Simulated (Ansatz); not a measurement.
Cu3F3. The state is a quintet with charge 0. Geometry r2SCAN-D4/def2-SVP; atoms count from 1.

```xyz
6

Cu   -0.851    0.406   -0.065
Cu    0.633   -0.563    2.096
Cu    1.087   -0.259   -1.965
F     0.931   -0.444    0.071
F    -0.691    0.577   -1.886
F    -1.109    0.282    1.748
```

At PBE0-D4/def2-TZVP a singlet of charge 0 lies 5.47 eV below the quintet, each at its own geometry. The structure comes from a short search, and lower isomers may exist.

**Question.** Estimate the Mulliken populations from the PBE0/def2-TZVP orbitals of Ansatz.

**Answer.** 
| atom | charge (e) | spin (α − β) | d electrons |
| --- | --- | --- | --- |
| Cu1 | 0.81 | 0.43 | 9.57 |
| Cu2 | 0.30 | 1.65 | 9.38 |
| Cu3 | 0.30 | 1.65 | 9.38 |
| F4 | -0.48 | 0.09 | – |
| F5 | -0.47 | 0.09 | – |
| F6 | -0.47 | 0.09 | – |
Mulliken values and Mayer orders depend strongly on the basis.

**Question.** Where does the spin sit?

**Answer.** Summed by element: Cu 3.74, F 0.26, of 4 unpaired in all. Largest on single atoms: Cu3 1.65, Cu2 1.65, Cu1 0.43.

**Question.** And the Mayer bond orders between bonded heavy atoms (over 0.3)?

**Answer.** Cu1–F5 0.50 (1.84 Å); Cu1–F6 0.50 (1.84 Å); Cu2–F6 0.35 (1.97 Å); Cu3–F5 0.35 (1.97 Å).
